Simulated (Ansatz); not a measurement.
Cost and result for the atomization energy of `[SiH3][GaH][O][SbH2]` (10 atoms, 9 bonds).

```json
{"atom": "Si1", "x (Å)": "-1.070", "y (Å)": "-1.205", "z (Å)": "0.146"}
{"atom": "Ga2", "x (Å)": "-0.867", "y (Å)": "1.050", "z (Å)": "-0.697"}
{"atom": "O3", "x (Å)": "0.680", "y (Å)": "1.902", "z (Å)": "-0.389"}
{"atom": "Sb4", "x (Å)": "2.292", "y (Å)": "1.276", "z (Å)": "0.520"}
{"atom": "H5", "x (Å)": "-2.316", "y (Å)": "-1.843", "z (Å)": "-0.361"}
{"atom": "H6", "x (Å)": "0.088", "y (Å)": "-2.039", "z (Å)": "-0.276"}
{"atom": "H7", "x (Å)": "-1.127", "y (Å)": "-1.203", "z (Å)": "1.634"}
{"atom": "H8", "x (Å)": "-1.897", "y (Å)": "1.934", "z (Å)": "-1.483"}
{"atom": "H9", "x (Å)": "2.695", "y (Å)": "0.037", "z (Å)": "-0.609"}
{"atom": "H10", "x (Å)": "1.522", "y (Å)": "0.091", "z (Å)": "1.513"}
```

Total charge 0; spin multiplicity 1. Correlated methods include outer-core shells of Ga, Sb, which these sets cover unevenly. Scalar relativity is left out up to krypton. Sb: def2 effective core potential. Geometry: relaxed with PBE0-D4/def2-TZVP. It is one conformer, not always the lowest. Program: Ansatz. All runs use 4 threads of an Arm Neoverse V1 on a shared host. Times are those of one run each, without the atoms' runs, and a repeat can differ threefold. Electronic energies, without spin–orbit coupling; frozen cores. CCSD(T)/CBS adds CCSD(T) − MP2 in def2-TZVPP to the MP2 limit, and its time is that of the two runs behind it. T1 = 0.016. With those shells the extrapolation isn't a true limit. HSE06 is the plane-wave form, built on full-range PBE exchange.

CCSD(T)/CBS is a level of theory with its own doubt, some kJ/mol a heavy atom from the limit and from the frozen cores, so smaller differences don't rank the functionals.

```tsv
level	functions	wall time
LDA (SPW92)/def2-TZVPP	255	4.2 s
BLYP-D4/def2-TZVPP	255	4.6 s
revPBE-D4/def2-TZVPP	255	4.7 s
PBE-D4/def2-TZVPP (with forces)	255	5.5 s
HSE06-D4/def2-TZVPP	255	8 s
BHLYP-D4/def2-TZVPP	255	8 s
CAM-B3LYP-D4/def2-TZVPP	255	9.5 s
r2SCANh-D4/def2-TZVPP	255	12 s
B2PLYP/def2-TZVPP	255	13 s
CCSD(T)/def2-SVP	120	16 s
MP2/def2-QZVPP	478	34 s
CCSD(T)/def2-TZVPP	255	5.8 min
CCSD(T)/CBS(def2)	–	6.4 min
```

What atomization energy does each give, and how far from CCSD(T)/CBS? (Best estimate.)

Ansatz gave: 
```json
{"level": "LDA (SPW92)/def2-TZVPP", "atomization (kJ/mol)": "3025.4", "difference from CCSD(T)/CBS": "355.1", "per bond": "39.4"}
{"level": "BLYP-D4/def2-TZVPP", "atomization (kJ/mol)": "2642.9", "difference from CCSD(T)/CBS": "-27.4", "per bond": "-3.0"}
{"level": "revPBE-D4/def2-TZVPP", "atomization (kJ/mol)": "2583.6", "difference from CCSD(T)/CBS": "-86.7", "per bond": "-9.6"}
{"level": "PBE-D4/def2-TZVPP (with forces)", "atomization (kJ/mol)": "2643.3", "difference from CCSD(T)/CBS": "-27.0", "per bond": "-3.0"}
{"level": "HSE06-D4/def2-TZVPP", "atomization (kJ/mol)": "2594.5", "difference from CCSD(T)/CBS": "-75.8", "per bond": "-8.4"}
{"level": "BHLYP-D4/def2-TZVPP", "atomization (kJ/mol)": "2577.7", "difference from CCSD(T)/CBS": "-92.6", "per bond": "-10.3"}
{"level": "CAM-B3LYP-D4/def2-TZVPP", "atomization (kJ/mol)": "2658.8", "difference from CCSD(T)/CBS": "-11.5", "per bond": "-1.3"}
{"level": "r2SCANh-D4/def2-TZVPP", "atomization (kJ/mol)": "2624.5", "difference from CCSD(T)/CBS": "-45.8", "per bond": "-5.1"}
{"level": "B2PLYP/def2-TZVPP", "atomization (kJ/mol)": "2602.0", "difference from CCSD(T)/CBS": "-68.3", "per bond": "-7.6"}
{"level": "CCSD(T)/def2-SVP", "atomization (kJ/mol)": "2422.0", "difference from CCSD(T)/CBS": "-248.3", "per bond": "-27.6"}
{"level": "MP2/def2-QZVPP", "atomization (kJ/mol)": "2619.2", "difference from CCSD(T)/CBS": "-51.1", "per bond": "-5.7"}
{"level": "CCSD(T)/def2-TZVPP", "atomization (kJ/mol)": "2590.9", "difference from CCSD(T)/CBS": "-79.4", "per bond": "-8.8"}
{"level": "CCSD(T)/CBS(def2)", "atomization (kJ/mol)": "2670.3", "difference from CCSD(T)/CBS": "0.0", "per bond": "0.0"}
```

The D4 term adds +45.2 kJ/mol with B3LYP and +24.0 kJ/mol with PBE0; it sums over pairs of atoms, weighted by their polarisabilities, and B3LYP, whose exchange is more repulsive, gets the larger term. At CCSD(T), def2-SVP lies −248.4 kJ/mol from the extrapolated value and def2-TZVPP −79.4 kJ/mol: correlation converges slowly with the basis, and small sets miss more of it in the bonded molecule than in its fragments. In def2-TZVPP, CCSD(T) changes the Hartree–Fock value by +786.0 kJ/mol (the triples alone add +43.7 kJ/mol) and MP2 by +765.6 kJ/mol; breaking electron pairs costs correlation energy, which Hartree–Fock lacks.

B3LYP here is the variant with VWN-RPA as its local correlation; programs differ in this.
